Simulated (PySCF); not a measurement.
Job file and geometry (Å, from PBE0-D3(BJ)/def2-SVP) of an NMR shielding run on SMILES C#CCN[Si@@]1(C)CC[SiH2]N1, C$_{6}$H$_{14}$N$_{2}$Si$_{2}$, GIAO wB97X-D/pcSseg-1 NMR shielding, non-relativistic, gas phase in PySCF 2.14.0, density-fitted response routines; density fitting, a coarse starting grid and PySCF grid level 2 are the driver's defaults:

```
$ OMP_NUM_THREADS=1 python probes_run.py task.json out

{"job": {"kind": "nmr", "xc": "wB97X-D", "basis": "pcSseg-1", "pop": false}, "charge": 0, "multiplicity": 1}
C      3.013404     1.130170     2.292519
C      2.911553     0.480304     1.274834
C      2.742047    -0.294699     0.037783
N      1.570291     0.040217    -0.738745
Si    -0.061472    -0.393892    -0.299144
C      0.028461    -2.090432     0.491473
C     -1.020187     0.845133     0.768535
C     -2.499355     0.841108     0.334614
Si    -2.536374     0.611285    -1.543488
N     -1.060889    -0.296544    -1.726775
H      3.109849     1.707393     3.193319
H      3.652639    -0.180407    -0.576549
H      2.708667    -1.364894     0.303990
H      1.667623     0.927418    -1.223674
H      0.530997    -2.819660    -0.163457
H      0.562633    -2.064491     1.454594
H     -0.991130    -2.458462     0.685306
H     -0.900179     0.651496     1.847346
H     -0.571017     1.837985     0.588215
H     -3.024240    -0.023563     0.777186
H     -3.044800     1.738244     0.669932
H     -3.745785    -0.133410    -2.022273
H     -2.521444     1.918085    -2.284059
H     -0.780104    -0.729452    -2.599340
```

Task: Write the output of this run.

Result: 
```
coarse grid: 20568 points
cycle   1  E = -925.2404087938  dE =  1.284e+00  |g| = 6.068e-01  |ddm| = 4.515e+00
cycle   2  E = -925.2708644623  dE = -3.046e-02  |g| = 5.344e-01  |ddm| = 9.816e-01
cycle   3  E = -925.3295894088  dE = -5.872e-02  |g| = 7.211e-02  |ddm| = 4.256e-01
cycle   4  E = -925.3306095960  dE = -1.020e-03  |g| = 3.634e-02  |ddm| = 1.002e-01
cycle   5  E = -925.3309108061  dE = -3.012e-04  |g| = 9.848e-03  |ddm| = 3.712e-02
cycle   6  E = -925.3309317412  dE = -2.094e-05  |g| = 3.586e-03  |ddm| = 1.002e-02
cycle   7  E = -925.3309349608  dE = -3.220e-06  |g| = 8.652e-04  |ddm| = 4.024e-03
final grid: 188296 points
cycle   8  E = -925.3979693788  dE = -2.753e-04  |g| = 8.313e-03  |ddm| = 5.953e-02
cycle   9  E = -925.3979726322  dE = -3.253e-06  |g| = 7.953e-03  |ddm| = 1.323e-02
cycle  10  E = -925.3979848593  dE = -1.223e-05  |g| = 8.198e-04  |ddm| = 5.720e-03
cycle  11  E = -925.3979850218  dE = -1.626e-07  |g| = 4.357e-04  |ddm| = 1.394e-03
cycle  12  E = -925.3979850681  dE = -4.628e-08  |g| = 1.304e-04  |ddm| = 5.210e-04
cycle  13  E = -925.3979850724  dE = -4.329e-09  |g| = 5.529e-05  |ddm| = 1.621e-04
cycle  14  E = -925.3979850734  dE = -9.243e-10  |g| = 1.694e-05  |ddm| = 8.359e-05
converged SCF energy = -925.3979850734

GIAO shielding tensors (ppm)
atom      isotropic    diamagn.    paramagn.     s11        s22        s33       span
  0 C      108.010     259.501    -151.492     38.446     42.480    243.103    204.657
  1 C       95.149     267.578    -172.429    -11.721     -1.240    298.409    310.130
  2 C      151.651     239.404     -87.753    128.995    151.021    174.937     45.942
  3 N      216.879     328.520    -111.641    190.997    221.347    238.292     47.295
  4 Si     340.235     883.709    -543.474    325.697    330.786    364.222     38.525
  5 C      186.725     258.227     -71.502    182.581    186.691    190.903      8.322
  6 C      173.384     259.953     -86.568    168.961    173.100    178.092      9.131
  7 C      179.096     252.840     -73.744    167.034    177.483    192.770     25.736
  8 Si     378.644     879.542    -500.898    346.036    358.116    431.780     85.744
  9 N      239.401     328.300     -88.899    217.565    226.213    274.424     56.859
 10 H       29.302      33.381      -4.079     24.140     24.773     38.992     14.852
 11 H       28.015      24.496       3.519     21.715     27.446     34.886     13.171
 12 H       28.093      28.069       0.025     23.574     28.711     31.994      8.420
 13 H       31.081      35.639      -4.558     22.775     31.033     39.436     16.661
 14 H       31.206      31.348      -0.142     27.301     28.225     38.093     10.792
 15 H       31.035      33.387      -2.352     26.696     29.218     37.192     10.496
 16 H       31.322      32.248      -0.926     26.727     29.771     37.469     10.742
 17 H       30.443      35.796      -5.353     25.718     29.215     36.395     10.677
 18 H       30.964      36.447      -5.483     25.802     30.038     37.053     11.251
 19 H       30.592      31.442      -0.850     26.098     28.102     37.576     11.478
 20 H       30.469      29.339       1.130     25.025     27.495     38.886     13.861
 21 H       26.706      27.753      -1.047     23.318     24.026     32.773      9.454
 22 H       26.681      28.760      -2.079     23.100     24.034     32.908      9.808
 23 H       31.378      32.297      -0.919     23.046     27.862     43.226     20.180
```

Size and cost of the density-fitted run: 254 basis functions, 99 s wall time on 1 thread of an Arm Neoverse V2, shared host; peak memory 1.4 GiB.
